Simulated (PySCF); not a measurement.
ScF2, SMILES [F][Sc+][F], charge +1.

Coordinates come from a ωB97X-D3(BJ)/def2-TZVP optimisation. The multiplicity is an assumed one; other spin states were not compared. The isomer is the one that the SMILES or the coordinates give; other isomers of the formula were not compared.

Method: PySCF with ωB97X/def2-TZVPD.

The molecule is in vacuum.

```json
{
 "total_energy": "-960.31612 hartree",
 "point_group": "C2v",
 "highest_occupied_level": "-19.88 eV",
 "lowest_empty_level": "-6.46 eV",
 "orbital_gap": "13.42 eV",
 "dipole_moment_about_the_centre_of_nuclear_charge": "6.32 D",
 "mean_static_polarisability": "18.8 bohr³ (2.78 Å³)",
 "polarisability_principal_values": "13.0, 15.9, 27.5 bohr³"
}
```
